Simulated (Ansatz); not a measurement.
C$_{2}$H$_{3}$O$_{2}$, doublet, geometry from GFN2-xTB, atoms displaced at random by about 0.08 Å a coordinate; R2SCAN/STO-3G, gradient (Ansatz, a program for electronic structure).

Input for Ansatz:
Ansatz 0.2 input:
```yaml
crystal:
  periodic: [false, false, false]
  atoms:
    - {symbol: C, position_ang: [0.16847830, -0.04551997, -0.02256344]}
    - {symbol: O, position_ang: [0.20326158, 1.25801242, -0.63129392]}
    - {symbol: O, position_ang: [-1.11420841, -0.29929102, 0.41808747]}
    - {symbol: H, position_ang: [-1.68865752, 0.68512065, 0.36160324]}
    - {symbol: C, position_ang: [0.82103489, -0.88645962, 0.11804264]}
    - {symbol: H, position_ang: [0.80902111, -1.80233778, 0.55572864]}
    - {symbol: H, position_ang: [1.99863625, -0.91715679, -0.37663223]}
basis:
  gaussian:
    orbitals: STO-3G
hamiltonian:
  xc: r2scan
magnetization: {spin_polarized: true, initial_magnetization: 1}
output: {forces: true}
```

It wrote (shortened):

```
Functional definition: r2SCAN
327 factors; integrals over basis functions are off by at most 3.8e-5 eV
mean field evaluation 1: about -6121.9435 eV, gradient 1.2e1 eV
mean field evaluation 2: about -6119.9425 eV, gradient 2.3e1 eV
mean field evaluation 4: about -6123.1945 eV, gradient 3.3e0 eV
mean field evaluation 8: about -6123.1699 eV, gradient 1.7e-1 eV
mean field evaluation 16: about -6123.1946 eV, gradient 8.7e-1 eV
mean field evaluation 32: about -6123.1984 eV, gradient 8.4e-6 eV
mean field -6123.19844143 eV, -225.0233922696 hartree, gradient 1.9e-7 eV, S^2 0.753308; 3 other end points of the search recorded, 0 dependent functions left out
the calculation of the forces begins
reference -6123.19844619 eV, -225.0233924444 hartree; 16, 15 occupied and 7, 8 virtual orbitals, 327 factors
Total energy: -6123.19844619 eV, -225.0233924444 hartree
Atom 0 at     0.168478    -0.045520    -0.022563 Å, force   -22.930120    29.751217    -5.434234 eV/Å
Atom 1 at     0.203262     1.258012    -0.631294 Å, force     0.290308    -0.825137     0.399959 eV/Å
Atom 2 at    -1.114208    -0.299291     0.418087 Å, force    -6.651409     3.775423     0.937351 eV/Å
Atom 3 at    -1.688658     0.685121     0.361603 Å, force     2.284620    -3.084669     0.130131 eV/Å
Atom 4 at     0.821035    -0.886460     0.118043 Å, force    32.351447   -27.311694     0.419708 eV/Å
Atom 5 at     0.809021    -1.802338     0.555729 Å, force    -1.346276    -2.996252     2.000206 eV/Å
Atom 6 at     1.998636    -0.917157    -0.376632 Å, force    -3.998570     0.691112     1.546879 eV/Å
Dipole moment:    -0.041900     0.093199     0.024776 e Å
```
